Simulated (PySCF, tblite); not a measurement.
Isomers of C5H14O2Si2. Calculated harmonic vibrations of the isolated species, GFN2-xTB (tblite), most abundant isotopes, no scaling. This tight-binding method is rough: wavenumbers can miss measured ones by several per cent, in bad cases by 10 to 20. Modes of hydrogen on silicon can be 10 to 20 % off. One conformer each.

Electronic energies: PBE0/pcSseg-1 single points on the GFN2-xTB geometries (PySCF, gas phase).

| SMILES | electronic energy, lowest = 0 (kcal/mol) |
| --- | --- |
| O[Si@@H]1CC[C@H](OC[SiH3])C1 | 38.5 |
| C[SiH2]O[C@@H]1CC[Si@H](O)C1 | 0.0 |
| CO[C@H]1C[C@@H]([SiH2]O[SiH3])C1 | 44.1 |
| CCO[C@@H]1CC[Si@H](O)[SiH2]1 | 42.8 |

Q: How do GFN2-xTB zero-point energies change the relative energies?

A: 
```csv
SMILES,ZPE (kcal/mol),of it from modes above 1550 cm⁻¹,electronic (kcal/mol),"with ZPE, lowest = 0 (kcal/mol)",lowest mode (cm⁻¹),rings
C[SiH2]O[C@@H]1CC[Si@H](O)C1,113.4,57.7,0.0,0.0,30,1
O[Si@@H]1CC[C@H](OC[SiH3])C1,111.5,56.2,38.5,36.7,35,1
CCO[C@@H]1CC[Si@H](O)[SiH2]1,113.2,57.1,42.8,42.6,27,1
CO[C@H]1C[C@@H]([SiH2]O[SiH3])C1,109.9,54.2,44.1,40.7,16,1
```

The zero-point energies span 3.5 kcal/mol, from `CO[C@H]1C[C@@H]([SiH2]O[SiH3])C1` to `C[SiH2]O[C@@H]1CC[Si@H](O)C1`. The lowest isomer stays, but the order above it changes.

Q: And how do the electronic energies of GFN2-xTB itself compare?

A: `C[SiH2]O[C@@H]1CC[Si@H](O)C1` 0.0; `O[Si@@H]1CC[C@H](OC[SiH3])C1` 39.3; `CCO[C@@H]1CC[Si@H](O)[SiH2]1` 49.1; `CO[C@H]1C[C@@H]([SiH2]O[SiH3])C1` 7.0 kcal/mol, lowest = 0. Against the energies above, taken from the same isomer `C[SiH2]O[C@@H]1CC[Si@H](O)C1`, the largest difference is 37.1 kcal/mol.

Q: What do entropy and thermal enthalpy add at 298.15 K and 1 bar (rigid rotor, harmonic oscillator, one conformer each)?

A: 
```
                      SMILES  point group  symmetry number  S (cal/(mol K))  H − H(0) (kcal/mol)  ZPE + H − H(0) − TS (kcal/mol)
C[SiH2]O[C@@H]1CC[Si@H](O)C1           C1                1            111.3                 8.42                            88.6
O[Si@@H]1CC[C@H](OC[SiH3])C1           C1                1            109.7                 8.29                            87.1
CCO[C@@H]1CC[Si@H](O)[SiH2]1           C1                1            111.2                 8.49                            88.5
```

Not tabulated: `CO[C@H]1C[C@@H]([SiH2]O[SiH3])C1` (lowest mode only 16 cm⁻¹).
